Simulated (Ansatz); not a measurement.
A run for Ansatz (a quantum-chemistry and plane-wave program): U-PBE/cc-pVTZ on N-methylmethanimine (SMILES C=NC), a point of a bond scan (R = 2.184 Å).

Ansatz 0.2 input:
```yaml
crystal:
  periodic: [false, false, false]
  atoms:
    - {symbol: C, position_ang: [1.09069108, -0.37559261, -0.00393688]}
    - {symbol: N, position_ang: [-0.03957995, 0.49981348, 0.22469474]}
    - {symbol: C, position_ang: [-1.18031655, 0.10627319, -0.13438406]}
    - {symbol: H, position_ang: [2.55329610, 0.66596093, -1.24756676]}
    - {symbol: H, position_ang: [1.57679907, -0.58337547, 0.95167335]}
    - {symbol: H, position_ang: [0.82081943, -1.32611686, -0.48490084]}
    - {symbol: H, position_ang: [-1.36081453, -0.86665491, -0.61180338]}
    - {symbol: H, position_ang: [-2.04398507, 0.74818524, 0.02784514]}
basis:
  gaussian:
    orbitals: cc-pVTZ
hamiltonian:
  xc: {name: PBE}
magnetization: {spin_polarized: true, initial_magnetization: 0}
```

The head of its log:

```
WARN ansatz: RAYON_NUM_THREADS=1 ignored (pool sized by the plan → 1); use --threads N
Functional definition: PBE
integrals: 0.05 GiB planned
803 factors; their error is unknown
mean field: 0.59 GiB planned
mean field evaluation 1: about -3623.6120 eV, gradient 4.7e1 eV
mean field evaluation 2: about -3586.8806 eV, gradient 9.0e1 eV
```

**Question.** Give the final energy of this run.

**Answer.** -133.6713 hartree.
